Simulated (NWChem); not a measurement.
Molecule: C4H5NO; SMILES n1cc(C)oc1

```xyz
11

C      0.0222     2.0999     0.0000
C      0.1074     0.6237     0.0000
C      1.1237    -0.2836     0.0000
N      0.6011    -1.5599     0.0000
C     -0.6741    -1.3784     0.0000
O     -1.0522    -0.0879     0.0000
H     -0.5131     2.4708     0.8885
H     -0.5131     2.4708    -0.8885
H      1.0317     2.5310     0.0000
H      2.1959    -0.0950     0.0000
H     -1.4666    -2.1253     0.0000
```
Atoms are numbered in this order, from 1.

Results from NWChem. Coordinates come from a PBE0/def2-SVP optimisation.

What does the run give for Hartree-Fock/def2-SVP? Quantities: highest occupied level (eV); orbital gap (eV); dipole (D).


* **highest occupied level (eV)**: -9.09
* **orbital gap (eV)**: 13.19
* **dipole (D)**: 2.09
